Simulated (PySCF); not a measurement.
**Polarisability and C₆ of Ti²⁺ (titanium, charge +2)**

[Ar] 3d2, high-spin 3F determinant. Calculation: PySCF 2.14, in aug-cc-pVTZ-DK (8s7p5d3f2g, 93 functions); the spin-free X2C one-electron Hamiltonian (Gaussian nucleus). Coupled (time-dependent) response in atomic units; α is the mean over directions.

```csv
method,mean α (bohr³),"α xx, yy, zz",C₆ (like pair),S(−4)
M06-L,5.005,"5.009, 5.009, 4.997",15.12,20.74
```

S(−4) is the Cauchy moment in α(ω) = α(0) + S(−4) ω² + …

α(iu) at M06-L:

```json
{"u (hartree)": "0", "α(iu) (bohr³)": "5.005"}
{"u (hartree)": "0.0500", "α(iu) (bohr³)": "4.954"}
{"u (hartree)": "0.100", "α(iu) (bohr³)": "4.814"}
{"u (hartree)": "0.200", "α(iu) (bohr³)": "4.383"}
{"u (hartree)": "0.300", "α(iu) (bohr³)": "3.923"}
{"u (hartree)": "0.500", "α(iu) (bohr³)": "3.185"}
{"u (hartree)": "0.750", "α(iu) (bohr³)": "2.554"}
{"u (hartree)": "1.00", "α(iu) (bohr³)": "2.101"}
{"u (hartree)": "1.50", "α(iu) (bohr³)": "1.480"}
{"u (hartree)": "2.00", "α(iu) (bohr³)": "1.083"}
{"u (hartree)": "3.00", "α(iu) (bohr³)": "0.6375"}
{"u (hartree)": "5.00", "α(iu) (bohr³)": "0.2897"}
```

For an ion, C₆ is the dispersion term alone; charge-induced terms of lower order in 1/R come first.

The components differ because the open shell of this determinant is not spherical; for a pure term their mean is the scalar polarisability.
